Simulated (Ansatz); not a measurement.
Mulliken charges of C2H6Si2, SMILES `[SiH3]C1=C[SiH2]1` from PBE/def2-TZVPP in Ansatz (PBE0-D4/def2-TZVP geometry).

| atom | x (Å) | y (Å) | z (Å) | charge (e) |
| --- | --- | --- | --- | --- |
| Si1 | -1.111 | 1.027 | -0.896 | 0.221 |
| C2 | 0.007 | -0.129 | 0.009 | -0.077 |
| C3 | 0.153 | -1.440 | 0.224 | -0.168 |
| Si4 | 1.439 | -0.515 | 1.079 | 0.186 |
| H5 | -2.186 | 0.289 | -1.614 | -0.057 |
| H6 | -1.726 | 1.969 | 0.074 | -0.049 |
| H7 | -0.313 | 1.807 | -1.877 | -0.049 |
| H8 | -0.385 | -2.326 | -0.092 | 0.113 |
| H9 | 1.381 | -0.284 | 2.541 | -0.060 |
| H10 | 2.822 | -0.450 | 0.554 | -0.060 |

Problem. By hand: the dipole of these point charges (1 e Å = 4.8032 D).

Solution. Σ q r = (-0.075, -0.037, -0.051) e Å, of length 0.098 e Å = 0.47 D.

Problem. How does the dipole of the full density compare? (Best estimate.)

Solution. The calculation gave: (-0.008, -0.079, 0.001) e Å, 0.38 D; the point charges give 1.24 times that, at 63° from its direction.

Point charges leave out the atoms' own dipoles, such as those of lone pairs, and Mulliken's split depends on the basis, so the two needn't agree.
